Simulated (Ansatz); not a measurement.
Start from `O=C[BH][GeH3]` and change one atom or group to get `CBC=O`.

Ansatz, PBE0-D4/def2-TZVP geometries, multiplicity 1. Each molecule was computed in one conformer, which needn't be the lowest.

Scalar relativity is left out up to krypton.

| property | `O=C[BH][GeH3]` |
| --- | --- |
| LUMO energy (ωB97M-V/def2-TZVPP) / eV | 0.12 |
| HOMO–LUMO gap (ωB97M-V/def2-TZVPP) / eV | 10.17 |
| size of the dipole moment (ωB97M-V/def2-TZVPP) / D | 2.08 |
| size of the dipole moment (PBE/def2-TZVPP) / D | 1.81 |
| HOMO–LUMO gap (PBE0/def2-TZVPP) / eV | 5.90 |
| LUMO energy (PBE/def2-TZVPP) / eV | -2.79 |

Q: What does the change do to each property? (An estimate is asked.)

A: Ansatz gave: 
| property | `CBC=O` | shift |
| --- | --- | --- |
| LUMO energy (ωB97M-V/def2-TZVPP) / eV | 0.49 | 0.37 |
| HOMO–LUMO gap (ωB97M-V/def2-TZVPP) / eV | 9.90 | -0.27 |
| size of the dipole moment (ωB97M-V/def2-TZVPP) / D | 2.83 | 0.75 |
| size of the dipole moment (PBE/def2-TZVPP) / D | 2.65 | 0.84 |
| HOMO–LUMO gap (PBE0/def2-TZVPP) / eV | 5.52 | -0.38 |
| LUMO energy (PBE/def2-TZVPP) / eV | -2.53 | 0.26 |

With PBE0 the HOMO rises by 0.72 eV and the LUMO rises by 0.33 eV, so the gap narrows by about 0.39 eV. PBE moves the HOMO by 0.88 eV and ωB97M-V by 0.65 eV. Dipoles are sizes alone; their direction can turn.
